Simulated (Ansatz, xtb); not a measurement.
Relative energy of two isomers of F2GeH4Si

Structure a is `F[SiH](F)[GeH3]`, a singlet and structure b is `F[SiH2][GeH2][F]`, a singlet. Both are isolated molecules in the gas phase, relaxed with PBE0-D3(BJ)/def2-SVP; the shapes shown needn't be the lowest conformers.

a (Å):

```xyz
8

F    -2.9142   -1.1552   -1.7483
F    -0.4388   -0.7807   -2.4561
Ge   -1.0678    0.1521    0.6194
Si   -1.3822   -1.2838   -1.2401
H    -1.1000   -2.7252   -1.0156
H    -1.9851   -0.2844    1.7740
H     0.3952    0.0823    1.0884
H    -1.4056    1.5967    0.2194
```

b (Å):

| atom | x (Å) | y (Å) | z (Å) |
| --- | --- | --- | --- |
| F | -1.1993 | -3.0341 | -1.2275 |
| F | 0.3041 | 0.5228 | -2.0464 |
| Ge | -0.4320 | 0.0825 | -0.5199 |
| Si | -2.0112 | -1.6432 | -0.9854 |
| H | -2.7982 | -1.3258 | -2.2092 |
| H | -2.9228 | -1.8297 | 0.1809 |
| H | -1.0998 | 1.3651 | 0.0129 |
| H | 0.7184 | -0.3576 | 0.4023 |

Quicker runs give these differences E(b) − E(a): GFN2-xTB +29.1 kJ/mol; HF/STO-3G +81.4 kJ/mol (at GFN2-xTB geometries); r2SCAN-D4/def2-SVP +94.4 kJ/mol (at GFN2-xTB geometries).

**Question.** Estimate E(b) − E(a) at the level CCSD(T)/def2-SVP + ΔMP2/def2-TZVPP.

**Answer.** Calculated at CCSD(T)/def2-SVP + ΔMP2/def2-TZVPP: E(b) − E(a) = +101.9 kJ/mol, so structure a lies lower.

Level by level:

```json
{"level": "GFN2-xTB", "geometry": "GFN2-xTB", "E(b) − E(a) (kJ/mol)": "+29.1", "departure from the last row (kJ/mol)": "−72.8", "job, with rough time for the two": "optimisation, 0.092 s"}
{"level": "HF/STO-3G", "geometry": "GFN2-xTB", "E(b) − E(a) (kJ/mol)": "+81.4", "departure from the last row (kJ/mol)": "−20.5", "job, with rough time for the two": "single point, 0.28 s"}
{"level": "r2SCAN-D4/def2-SVP", "geometry": "GFN2-xTB", "E(b) − E(a) (kJ/mol)": "+94.4", "departure from the last row (kJ/mol)": "−7.6", "job, with rough time for the two": "single point, 1.6 s"}
{"level": "PBE0-D3(BJ)/def2-SVP", "geometry": "PBE0-D3(BJ)/def2-SVP", "E(b) − E(a) (kJ/mol)": "+90.5", "departure from the last row (kJ/mol)": "−11.4", "job, with rough time for the two": "optimisation, 23 s"}
{"level": "HF/def2-SVP", "geometry": "PBE0-D3(BJ)/def2-SVP", "E(b) − E(a) (kJ/mol)": "+85.3", "departure from the last row (kJ/mol)": "−16.7", "job, with rough time for the two": "part of the CCSD(T) run"}
{"level": "MP2/def2-SVP", "geometry": "PBE0-D3(BJ)/def2-SVP", "E(b) − E(a) (kJ/mol)": "+93.3", "departure from the last row (kJ/mol)": "−8.6", "job, with rough time for the two": "part of the CCSD(T) run"}
{"level": "CCSD(T)/def2-SVP", "geometry": "PBE0-D3(BJ)/def2-SVP", "E(b) − E(a) (kJ/mol)": "+91.2", "departure from the last row (kJ/mol)": "−10.8", "job, with rough time for the two": "single point"}
{"level": "CCSD(T)/def2-SVP + ΔMP2/def2-TZVPP", "geometry": "PBE0-D3(BJ)/def2-SVP", "E(b) − E(a) (kJ/mol)": "+101.9", "departure from the last row (kJ/mol)": "", "job, with rough time for the two": "single point, 13 s"}
```

As drawn, b has 1 F–Ge, 1 Si–H in place of 1 F–Si, 1 Ge–H.

None of the levels shown reverses the order. The largest departure from CCSD(T)/def2-SVP + ΔMP2/def2-TZVPP is that of GFN2-xTB, 72.8 kJ/mol. The last row adds to CCSD(T) the change of the MP2 difference between the two basis sets, here +10.8 kJ/mol.

With harmonic frequencies from PBE0-D3(BJ)/def2-SVP (ideal gas, rigid rotor, one conformer each, 298.15 K, 1 atm): on the last row, ΔE + ΔZPE = +102.2 kJ/mol. A mode under 50 cm⁻¹ makes harmonic enthalpies and free energies unreliable, so none is given.

The correlated steps freeze 16 core orbitals; the filled d shell of Ge is correlated, in a basis made for valence electrons. Programs: Ansatz 0.2.0, xtb 6.7.1; the last row on 2 threads of Intel(R) Xeon(R) 6975P-C (Granite Rapids) on a shared host.
